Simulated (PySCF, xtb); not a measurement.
o-xylylene (C8H8), SMILES c1ccc(c(=C)c1)=C.

GFN2-xTB (xtb 6.7.1) at its own geometry gives an orbital gap of 1.97 eV and a dipole moment of 0.00 D.

Geometry: ωB97X-D3(BJ)/def2-SVP.

Problem. What does PBE/def2-TZVP run with PySCF give? (The exact figures need the calculation; the answer reports its results.)

Solution. gap 2.07 eV (levels -4.91 and -2.84 eV), dipole 0.13 D.
